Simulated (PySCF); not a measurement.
# From computed data to an observable: entropy of an ideal gas

H7NSi2, SMILES N[SiH2][SiH3].

The structure is a stationary point at r2SCAN-D4/def2-SVP. One conformer was computed; it need not be the lowest.

r2SCAN-D4/def2-SVP in PySCF gives the harmonic wavenumbers 115, 135, 152, 329, 401, 446, 507, 553, 725, 818, 832, 881, 907, 915, 935, 939, 1551, 2191, 2199, 2201, 2207, 2213, 3561, 3657 cm⁻¹ and the rotational temperatures 0.7060, 0.1509, 0.1344 K. The molar mass is 77.23 g/mol, the symmetry number 1, the spin multiplicity 1.

**Question.** Work out the entropy at 298.15 K and 1 atm in the rigid-rotor, harmonic-oscillator model.

**Answer.** 
Translation (Sackur–Tetrode at 1 atm): S = R[1.5 ln M + 2.5 ln T − 1.16487] = 163.0 J/(mol K).
Rotation: q = (√π/σ) T^1.5/√(θA θB θC) = 76300, S = R[ln q + 3/2] = 105.9 J/(mol K).
Vibration: with u = 1.4388 ν/T, each mode gives R[u/(e^u − 1) − ln(1 − e^−u)]:
```json
[
 {"ν (cm⁻¹)": "115", "modes": "1", "u": "0.55", "S (J/(mol K))": "13.32"},
 {"ν (cm⁻¹)": "135", "modes": "1", "u": "0.65", "S (J/(mol K))": "12.02"},
 {"ν (cm⁻¹)": "152", "modes": "1", "u": "0.73", "S (J/(mol K))": "11.08"},
 {"ν (cm⁻¹)": "329", "modes": "1", "u": "1.59", "S (J/(mol K))": "5.29"},
 {"ν (cm⁻¹)": "401", "modes": "1", "u": "1.94", "S (J/(mol K))": "4.01"},
 {"ν (cm⁻¹)": "446", "modes": "1", "u": "2.15", "S (J/(mol K))": "3.38"},
 {"ν (cm⁻¹)": "507", "modes": "1", "u": "2.45", "S (J/(mol K))": "2.68"},
 {"ν (cm⁻¹)": "553", "modes": "1", "u": "2.67", "S (J/(mol K))": "2.25"},
 {"ν (cm⁻¹)": "725", "modes": "1", "u": "3.50", "S (J/(mol K))": "1.16"},
 {"ν (cm⁻¹)": "818", "modes": "1", "u": "3.95", "S (J/(mol K))": "0.81"},
 {"ν (cm⁻¹)": "832", "modes": "1", "u": "4.01", "S (J/(mol K))": "0.76"},
 {"ν (cm⁻¹)": "881", "modes": "1", "u": "4.25", "S (J/(mol K))": "0.63"},
 {"ν (cm⁻¹)": "907", "modes": "1", "u": "4.38", "S (J/(mol K))": "0.57"},
 {"ν (cm⁻¹)": "915", "modes": "1", "u": "4.42", "S (J/(mol K))": "0.55"},
 {"ν (cm⁻¹)": "935", "modes": "1", "u": "4.51", "S (J/(mol K))": "0.51"},
 {"ν (cm⁻¹)": "939", "modes": "1", "u": "4.53", "S (J/(mol K))": "0.50"},
 {"ν (cm⁻¹)": "1551", "modes": "1", "u": "7.48", "S (J/(mol K))": "0.04"}
]
```
The stiffer modes add less than 0.005 each. Sum 59.6 J/(mol K).
Spin: R ln 1 = 0.0 J/(mol K).
Total 328.5 J/(mol K); the program's own thermochemistry gives 328.5. Translation makes up 50 % and vibration 18 %. Anharmonicity, hindered rotation and orbital degeneracy are left out.
